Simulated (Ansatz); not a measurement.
`N[Si](N)(O)[SiH3]` + CH₄ → `C[Si](N)(N)[SiH3]` + H₂O  (formal exchange of groups at the Si–O bond)

Isolated molecules relaxed with PBE0-D4/def2-TZVP in Ansatz; ΔE leaves out vibrations. CBS: MP2 limit from def2 TZ/QZ plus the TZ coupled-cluster correction, frozen cores. This one scheme is used for every species. Functionals use def2-TZVPP. B3LYP here is the variant with VWN-RPA as its local correlation; programs differ in this. One conformer a species, not always the lowest.

```csv
level,ΔE (kJ/mol),difference from CCSD(T)/CBS
PBE-D4,111.0,-5.6
r2SCAN-D4,121.8,5.2
PBE0-D4,112.7,-3.9
B3LYP-D4,122.4,5.8
ωB97X-V,120.5,3.9
B2PLYP,125.9,9.3
PBE,113.9,-2.7
PBE0,115.5,-1.1
B3LYP,126.9,10.3
HF/def2-TZVPP,136.5,19.9
MP2/def2-TZVPP,119.8,3.2
MP2/def2-QZVPP,118.2,1.6
SCS-MP2/def2-QZVPP,121.7,5.1
HF/CBS(def2),136.5,19.9
MP2/CBS(def2),117.0,0.4
CCSD/CBS(def2),118.3,1.7
CCSD(T)/CBS,116.6,0
```

Largest T1 diagnostic among the species: 0.012.

In def2-TZVPP, CCSD(T) changes the Hartree–Fock value by −17.2 kJ/mol (the triples alone add −1.8 kJ/mol) and MP2 by −16.7 kJ/mol. The D4 term adds −4.5 kJ/mol with B3LYP and −2.8 kJ/mol with PBE0; it sums over pairs of atoms, weighted by their polarisabilities, and B3LYP, whose exchange is more repulsive, gets the larger term.
